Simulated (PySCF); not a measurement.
## Exercise with solution: entropy of an ideal gas

Te(H)(SMe) (CH₄STe), SMILES CS[TeH].

Geometry optimised at B3LYP-D3(BJ)/def2-SVP. The def2 effective core potentials stand for the cores of Te; spin–orbit coupling is left out.

B3LYP-D3(BJ)/def2-SVP run with PySCF gives the harmonic wavenumbers 158, 192, 232, 343, 632, 691, 960, 962, 1327, 1435, 1454, 2050, 3036, 3138, 3156 cm⁻¹ and the rotational temperatures 0.7114, 0.0955, 0.0869 K. The molar mass is 175.70 g/mol, the symmetry number 1, the spin multiplicity 1.

### Question
Work out the entropy at 298.15 K and 1 atm in the rigid-rotor, harmonic-oscillator model.

### Answer

Translation (Sackur–Tetrode at 1 atm): S = R[1.5 ln M + 2.5 ln T − 1.16487] = 173.2 J/(mol K).
Rotation: q = (√π/σ) T^1.5/√(θA θB θC) = 119000, S = R[ln q + 3/2] = 109.6 J/(mol K).
Vibration: with u = 1.4388 ν/T, each mode gives R[u/(e^u − 1) − ln(1 − e^−u)]:
| ν (cm⁻¹) | modes | u | S (J/(mol K)) |
|---|---|---|---|
| 158 | 1 | 0.76 | 10.77 |
| 192 | 1 | 0.93 | 9.24 |
| 232 | 1 | 1.12 | 7.80 |
| 343 | 1 | 1.66 | 5.01 |
| 632 | 1 | 3.05 | 1.66 |
| 691 | 1 | 3.33 | 1.33 |
| 960 | 1 | 4.63 | 0.46 |
| 962 | 1 | 4.64 | 0.46 |
| 1327 | 1 | 6.40 | 0.10 |
| 1435 | 1 | 6.92 | 0.06 |
| 1454 | 1 | 7.02 | 0.06 |
The stiffer modes add less than 0.005 each. Sum 37.0 J/(mol K).
Spin: R ln 1 = 0.0 J/(mol K).
Total 319.8 J/(mol K); the program's own thermochemistry gives 319.8. Translation makes up 54 % and vibration 12 %. Anharmonicity, hindered rotation and orbital degeneracy are left out.
